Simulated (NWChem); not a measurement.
Correlation energy of selenium dioxide (O₂Se)

```
Se
O 1 1.6029
O 1 1.6029 2 115.06
```
Charge 0, spin multiplicity 1.

Everything below was run with NWChem. Structure: optimised with PBE0/def2-SVP, a minimum by its harmonic frequencies.

Basis set: def2-SVP. Each correlation energy counts from its own Hartree-Fock reference.

| method | correlation energy (mHa) | difference from CCSD(T) |
|---|---|---|
| MP2 | -648.0 | +6.7 |
| SCS-MP2 | -610.5 | +44.2 |
| CR-CCSD[T] | -650.3 | +4.3 |
| CR-CCSD(T) | -647.0 | +7.6 |
| CCSD | -626.8 | +27.9 |
| CCSD+T(CCSD) | -659.3 | -4.6 |
| CCSD(T) | -654.6 | 0.0 |

The values span 48.8 mHa, from CCSD+T(CCSD) (lowest) to SCS-MP2 (highest). 

The Hamiltonian is non-relativistic. The correlated methods keep 11 core orbitals frozen. Coupled-cluster values serve here as a point of comparison, not as the truth.
